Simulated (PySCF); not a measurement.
Stretching GeB

Set-up: basis Ge x2c-SVPall, B x2c-SVPall; spin-free X2C with a Gaussian nucleus; PySCF 2.14. Energies in eV from Ge + B in their ground configurations at the same level. All curves are PBE0. state 1: ⁴Σ⁻ (quartet), unpaired electrons σ ↑, π ↑↑; state 2: Ms = 0.5 determinant of mixed spin (⟨S²⟩ near 1.8), unpaired electrons σ ↓, π ↑↑, a second solution, started from another occupation; state 3: Ms = 0.5 determinant of mixed spin (⟨S²⟩ near 1.8), unpaired electrons σ ↑, π ↑↓, a mixture of terms (⟨Lz²⟩ = 2.0), a second solution, started from another occupation; state 4: doublet, unpaired electrons σ ↑, a mixture of terms (⟨Lz²⟩ = 2.0), a second solution, started from another occupation.

```json
{"R (Å)": "1.702", "state 1": "-2.428", "state 2": "-2.025", "state 3": "-1.969", "state 4": "-1.171"}
{"R (Å)": "1.781", "state 1": "-2.921", "state 2": "-2.535", "state 3": "-2.479", "state 4": "-1.715"}
{"R (Å)": "1.860", "state 1": "-3.192", "state 2": "-2.822", "state 3": "-2.767", "state 4": "-2.033"}
{"R (Å)": "1.920", "state 1": "-3.287", "state 2": "-2.928", "state 3": "-2.872", "state 4": "-2.160"}
{"R (Å)": "1.979", "state 1": "-3.311", "state 2": "-2.963", "state 3": "-2.907", "state 4": "-2.213"}
{"R (Å)": "2.038", "state 1": "-3.281", "state 2": "-2.943", "state 3": "-2.887", "state 4": "-2.210"}
{"R (Å)": "2.118", "state 1": "-3.180", "state 2": "-2.853", "state 3": "-2.797", "state 4": "-2.141"}
{"R (Å)": "2.216", "state 1": "-2.991", "state 2": "-2.671", "state 3": "-2.616", "state 4": "-1.987"}
{"R (Å)": "2.335", "state 1": "-2.713", "state 2": "-2.396", "state 3": "-2.343", "state 4": "-1.749"}
{"R (Å)": "2.494", "state 1": "-2.314", "state 2": "-1.995", "state 3": "-1.944", "state 4": "-1.405"}
```

Q: Put a parabola through the three lowest points of the state 1 curve and estimate Re, k and ωe (reduced mass 9.582 u; 1 eV/Å² = 0.16022 mdyn/Å; ωe = 1302.8·√(k/μ) cm⁻¹).

A: Through R = 1.92, 1.979, 2.038 Å the second-order coefficient is 7.76 eV/Å², so Re ≈ 1.976 Å, k ≈ 2.49 mdyn/Å and ωe ≈ 664 cm⁻¹. A polynomial fit of higher order to the unrounded PBE0 energies gives Re = 1.973 Å, k = 2.50 mdyn/Å, ωe = 665 cm⁻¹; anharmonicity and rounding make the difference.

The higher-order fit for each curve: state 1: Re = 1.973 Å, ωe = 665 cm⁻¹, De = 3.31 eV; state 2: Re = 1.985 Å, ωe = 656 cm⁻¹, minimum 2.96 eV below the ground-state fragments; state 3: Re = 1.984 Å, ωe = 656 cm⁻¹, minimum 2.91 eV below the ground-state fragments; state 4: Re = 2.004 Å, ωe = 636 cm⁻¹, minimum 2.22 eV below the ground-state fragments.

⟨S²⟩ of the unrestricted solution departs from its pure value on part of the curve, where spin states mix. Spin–orbit coupling is left out. The state was picked by a PBE0 search and need not be the measured ground state.
